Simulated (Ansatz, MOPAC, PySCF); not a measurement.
CH3F (SMILES CF) and H2 (SMILES [H][H]) are pulled apart as rigid monomers along the line of their centres of mass, from the B3LYP-D3(BJ)/def2-TZVP minimum. Starting geometry (charge 0, multiplicity 1):
```xyz
7

C     -0.44483    -0.67094    -0.35147
F     -0.20249     0.62267     0.09831
H      0.10372    -0.82652    -1.28112
H     -0.10544    -1.37532     0.40876
H     -1.51572    -0.78802    -0.52143
H      0.21867     0.27828     2.58431
H      0.30903    -0.04795     3.24780
```

Interaction energies with rigid monomers; basis-set methods are counterpoise corrected unless marked otherwise.

Rows in 6-311+G**, 6-31G* carry no dispersion term and start afresh at each structure (6-31G* with six Cartesian d functions). The state that AM1 reach isn't checked.

Programs: Ansatz (Gaussian basis) for Hartree–Fock, density functionals and correlated methods; MOPAC for AM1 (differences of heats of formation); PySCF for 6-311+G** rows, 6-31G* rows, the dispersion terms. Values without a source in brackets are computed.

```tsv
F2···H6 (Å)	AM1 (kJ/mol)	B3LYP/6-31G* (no counterpoise) (kJ/mol)	B3LYP/6-311+G** (no counterpoise) (kJ/mol)	B3LYP-D3(BJ)/def2-TZVPPD (kJ/mol)	PBE0-D3(BJ)/def2-TZVPPD (kJ/mol)
2.29	-2.3	-5.9	0.3	-1.4	-1.9
2.54	-1.9	-5.6	-0.9	-2.3	-2.9
2.92	-0.5	-3.4	-0.8	-1.8	-2.4
3.55	0.1	-0.7	-0.4	-0.8	-1.3
4.56	0.0	-0.1	[?]	-0.3	[?]
```

### Question
Fill in the missing entries.

### Answer

- 4.56, B3LYP/6-311+G** (no counterpoise) (kJ/mol): -0.2
- 4.56, PBE0-D3(BJ)/def2-TZVPPD (kJ/mol): -0.4

Ansatz is an electronic-structure program.
